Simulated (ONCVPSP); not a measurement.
**arsenic (As), ONCV: configuration errors across variants**

```
Element                 : arsenic
Generator               : ONCVPSP 4.0.1
Type                    : optimised norm-conserving Vanderbilt (ONCV)
Functional              : PBE
Relativity              : fully relativistic
Frozen core             : [Ar] 3d10
Valence charge          : 5
Reference configuration : 4s2 4p2 (charge +1)
Partial waves           : 4s: rc 1.55 bohr, ncon 3, nbas 7, qcut 4 1/bohr, 2 projectors, debl 3.9 Ha; 4p: rc 2.00 bohr, ncon 3, nbas 7, qcut 3.4 1/bohr, 3 projectors, debl 3.4 Ha; d scattering state at 0.39 Ha: rc 1.95 bohr, ncon 3, nbas 6, qcut 5.3 1/bohr, 2 projectors, debl 2.5 Ha
Local potential         : polynomial inside 1.25 bohr (lpopt 5, dvloc0 1 Ha)
Core correction         : Teter function, fcfact 1.75, rcfact 1
```

Open shells are filled in proportion to 2j + 1.

All-electron excitation energies from the reference (eV): (1) 4s2 4p3 -9.152; (2) 4s2 4p1 17.922; (3) 4s2 4p0 45.631; (4) 4s2 4p2.5 -5.596.

Errors AE − PS in meV (a dash: test not solved or not reliable):

| change | (1) | (2) | (3) | (4) | bound ghosts | GHOST(+) flags above zero |
| --- | --- | --- | --- | --- | --- | --- |
| base | -4.7 | -8.1 | -31 | -1.8 | none | s |
| local potential polynomial inside 1.25 bohr (lpopt 5, dvloc0 -2 Ha) | -4.7 | -8.1 | -31 | -1.8 | none | s, p3/2, p1/2 |
| local potential polynomial inside 1.25 bohr (lpopt 5, dvloc0 0.5 Ha) | -4.7 | -8.1 | -31 | -1.8 | none | s, p3/2, p1/2 |
| local potential polynomial inside 1.25 bohr (lpopt 5, dvloc0 3 Ha) | -4.7 | -8.2 | -31 | -1.8 | none | s |
| local potential polynomial inside 1.25 bohr (lpopt 5, dvloc0 4.5 Ha) | -4.7 | -8.2 | -31 | -1.8 | none | s |
| local potential polynomial inside 1.25 bohr (lpopt 5, dvloc0 8.5 Ha) | -4.7 | -8.2 | -31 | -1.8 | none | s, d3/2 |

**Question.** Give the same row for: local potential polynomial inside 1.25 bohr (lpopt 5, dvloc0 7 Ha).

**Answer.** -4.7, -8.2, -31, -1.8; bound ghosts: none; GHOST(+) flags above zero: s.
